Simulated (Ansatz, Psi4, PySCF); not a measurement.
C$_{3}$H$_{5}$, doublet, at a GFN2-xTB geometry. Base run: WB97M-V/6-31G* in PySCF.

PySCF was given this input:
```python
from pyscf import gto, scf, dft

mol = gto.Mole()
mol.atom = '''
    C     1.21930413   -0.01255927   -0.15192021
    C    -0.05035630    0.42088717    0.13622292
    H     1.39641854   -1.02027681   -0.48494024
    H     2.07179450    0.63423331   -0.05547914
    H    -0.17289208    1.44506354    0.46770440
    C    -1.17491144   -0.35848292    0.03182994
    H    -2.15056839    0.02417330    0.26857681
    H    -1.10897088   -1.38226320   -0.29265777
'''
mol.basis = '6-31g*'
mol.spin = 1
mol.verbose = 4
mol.build()

mf = dft.UKS(mol)
mf.xc = 'wb97m_v'
mf.kernel()
```

The same geometry, method and basis name were run in Ansatz (an electronic-structure program) and Psi4 and PySCF, at each program's defaults and at the settings that a row names. The base is PySCF at its defaults. Differences at the defaults can come from grids, fitting, cores and function types together.

```
code and settings                                                                             ΔE vs base (mEh)  basis functions      E (Eh)  SCF cycles  dipole (D)                outcome
--------------------------------------------------------------------------------------------  ----------------  ---------------  ----------  ----------  ----------  ---------------------
PySCF, defaults (exact integrals, its default grid, spherical functions)                                 0.000               52  -117.17883          10        0.07              converged
Psi4, defaults (density fitting with its default set, its default grid, Cartesian functions)            -0.710               55  -117.17954           8        0.07              converged
Ansatz, defaults (factorised integrals, its default grid, Cartesian functions)                          -0.694               55  -117.17952           -           -              converged
PySCF, density fitting with def2-universal-jkfit                                                        -0.047               52  -117.17887          10        0.07              converged
PySCF, fine grid                                                                                             -                -           -           -           -  cut at the time limit
Psi4, exact integrals, spherical functions, fine grid                                                        -               52           -           -           -  cut at the time limit
```

Open shells are given as the SCF converged; they aren't shown to be the lowest states, and a large step between rows can be another state.
